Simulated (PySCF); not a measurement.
Cl₂Ni, triplet (typed; the unrestricted solution is spin-contaminated), at a GFN2-xTB geometry (such geometries of metal compounds can be far from the true shape), with bond 3-1 at 1.8 times its length; PBE/STO-3G (PySCF).

PySCF was given this input:
```python
from pyscf import gto, scf, dft

mol = gto.Mole()
mol.atom = '''
    Ni    0.000000    0.000000    0.000000
    Cl    0.000000    0.000000    1.934826
    Cl    0.000000    0.000000   -3.482687
'''
mol.basis = 'sto-3g'
mol.charge = 0
mol.spin = 2
mol.verbose = 4
mol.build()

mf = dft.UKS(mol)
mf.xc = 'pbe'
mf.kernel()
mo_i, mo_e, stable_i, stable_e = mf.stability(internal=True, external=False, return_status=True, nroots=6, tol=1e-6)
print('internally stable:', stable_i, ' externally stable:', stable_e)
if not stable_i:
    umf = mf.copy()
    umf.scf_summary = {}
    umf.kernel(umf.make_rdm1(mo_i, mf.mo_occ))
```

It wrote (shortened):

```
PySCF version 2.14.0

[INPUT] verbose = 4
[INPUT] num. atoms = 3
[INPUT] num. electrons = 62
[INPUT] charge = 0
[INPUT] spin (= nelec alpha-beta = 2S) = 2
[INPUT] symmetry False subgroup None
[INPUT] Mole.unit = angstrom
[INPUT] Symbol           X                Y                Z      unit          X                Y                Z       unit  Magmom
[INPUT]  1 Ni     0.000000000000   0.000000000000   0.000000000000 AA    0.000000000000   0.000000000000   0.000000000000 Bohr   0.0
[INPUT]  2 Cl     0.000000000000   0.000000000000   1.934826000000 AA    0.000000000000   0.000000000000   3.656291238688 Bohr   0.0
[INPUT]  3 Cl     0.000000000000   0.000000000000  -3.482687000000 AA    0.000000000000   0.000000000000  -6.581324607583 Bohr   0.0

nuclear repulsion = 230.741660356603
number of shells = 18
number of NR pGTOs = 108
number of NR cGTOs = 36
basis = sto-3g
ecp = {}

******** <class 'pyscf.dft.uks.UKS'> ********
method = UKS
initial guess = minao
damping factor = 0
level_shift factor = 0
DIIS = <class 'pyscf.scf.diis.CDIIS'>
diis_start_cycle = 1
diis_space = 8
diis_damp = 0
SCF conv_tol = 1e-09
SCF conv_tol_grad = None
SCF max_cycles = 50
direct_scf = True
direct_scf_tol = 1e-13
number electrons alpha = 32  beta = 30
XC library pyscf.dft.libxc version 7.1.2
    S. Lehtola, C. Steigemann, M. J. T. Oliveira, and M. A. L. Marques,  SoftwareX 7, 1–5 (2018)
XC functionals = pbe
    J. P. Perdew, K. Burke, and M. Ernzerhof,  Phys. Rev. Lett. 77, 3865 (1996)
    J. P. Perdew, K. Burke, and M. Ernzerhof,  Phys. Rev. Lett. 78, 1396 (1997)
    J. P. Perdew, K. Burke, and M. Ernzerhof,  Phys. Rev. Lett. 77, 3865 (1996)
    J. P. Perdew, K. Burke, and M. Ernzerhof,  Phys. Rev. Lett. 78, 1396 (1997)
radial grids:
    Treutler-Ahlrichs [JCP 102, 346 (1995); DOI:10.1063/1.469408] (M4) radial grids

becke partition: Becke, JCP 88, 2547 (1988); DOI:10.1063/1.454033
pruning grids: <function nwchem_prune>
grids dens level: 3
symmetrized grids: False
atomic radii adjust function: <function treutler_atomic_radii_adjust>
small_rho_cutoff = 0
Set gradient conv threshold to 3.16228e-05
tot grids = 58400
init E= -2397.44221896194

cycle= 1 E= -2389.18908855375  delta_E= 8.25  |g|= 1.31  |ddm|= 5.41
cycle= 2 E= -2385.55366498565  delta_E= 3.64  |g|= 1.36  |ddm|= 5.54
cycle= 3 E= -2397.08852802469  delta_E= -11.5  |g|= 1.25  |ddm|= 5.68
cycle= 4 E= -2400.4537857044  delta_E= -3.37  |g|= 0.431  |ddm|= 2.28
cycle= 5 E= -2394.0638726183  delta_E= 6.39  |g|=  2.1  |ddm|= 3.77
cycle= 6 E= -2393.60702135198  delta_E= 0.457  |g|= 1.95  |ddm|= 0.242
cycle= 7 E= -2393.6061794065  delta_E= 0.000842  |g|= 1.95  |ddm|= 0.0108
cycle= 8 E= -2393.6107715238  delta_E= -0.00459  |g|= 1.95  |ddm|= 0.00337
cycle= 9 E= -2393.29541275302  delta_E= 0.315  |g|= 1.85  |ddm|= 0.241

cycle= 10 E= -2391.37411397506  delta_E= 1.92  |g|= 2.09  |ddm|= 1.67
cycle= 11 E= -2390.80078481406  delta_E= 0.573  |g|= 2.01  |ddm|= 4.61
cycle= 12 E= -2399.56599882029  delta_E= -8.77  |g|= 0.907  |ddm|= 4.07

cycle= 13 E= -2396.96866447439  delta_E=  2.6  |g|= 1.22  |ddm|= 3.58

cycle= 14 E= -2395.19549828788  delta_E= 1.77  |g|= 1.54  |ddm|= 3.31
cycle= 15 E= -2400.68822876281  delta_E= -5.49  |g|= 0.367  |ddm|= 2.73
cycle= 16 E= -2400.89524981437  delta_E= -0.207  |g|= 0.258  |ddm|= 2.04
cycle= 17 E= -2400.88607069083  delta_E= 0.00918  |g|= 0.312  |ddm|= 1.42
cycle= 18 E= -2401.00821618376  delta_E= -0.122  |g|= 0.0549  |ddm|= 0.908
cycle= 19 E= -2400.97833765641  delta_E= 0.0299  |g|= 0.149  |ddm|= 0.396
cycle= 20 E= -2400.98104599391  delta_E= -0.00271  |g|= 0.143  |ddm|= 0.0195
cycle= 21 E= -2401.00843853097  delta_E= -0.0274  |g|= 0.0493  |ddm|= 0.311
cycle= 22 E= -2401.01162361126  delta_E= -0.00319  |g|= 0.00762  |ddm|= 0.158
cycle= 23 E= -2401.01168636393  delta_E= -6.28e-05  |g|= 0.00247  |ddm|= 0.0248
cycle= 24 E= -2401.01170436265  delta_E= -1.8e-05  |g|= 0.000543  |ddm|= 0.0144
cycle= 25 E= -2401.01171350124  delta_E= -9.14e-06  |g|= 0.000506  |ddm|= 0.0127
cycle= 26 E= -2401.01173711344  delta_E= -2.36e-05  |g|= 0.000478  |ddm|= 0.034
cycle= 27 E= -2401.01181930642  delta_E= -8.22e-05  |g|= 0.000189  |ddm|= 0.237
cycle= 28 E= -2401.01181973827  delta_E= -4.32e-07  |g|= 5.5e-05  |ddm|= 0.0337
cycle= 29 E= -2401.01182003578  delta_E= -2.98e-07  |g|= 1.97e-05  |ddm|= 0.0072
cycle= 30 E= -2401.01182012733  delta_E= -9.15e-08  |g|= 1.97e-06  |ddm|= 0.00743
cycle= 31 E= -2401.01182012786  delta_E= -5.3e-10  |g|= 5.1e-07  |ddm|= 0.000383
Extra cycle  E= -2401.01182012787  delta_E= -5.46e-12  |g|= 5.58e-07  |ddm|= 1.13e-05
converged SCF energy = -2401.01182012787  <S^2> = 3.0052726  2S+1 = 3.6084748
uhf_internal: lowest eigs of H = [0.00777712 0.0094451  0.00944511 0.03655833 0.03655833 0.08773923]
<class 'pyscf.dft.uks.UKS'> wavefunction is stable in the internal stability analysis
internally stable: True  externally stable: None
```
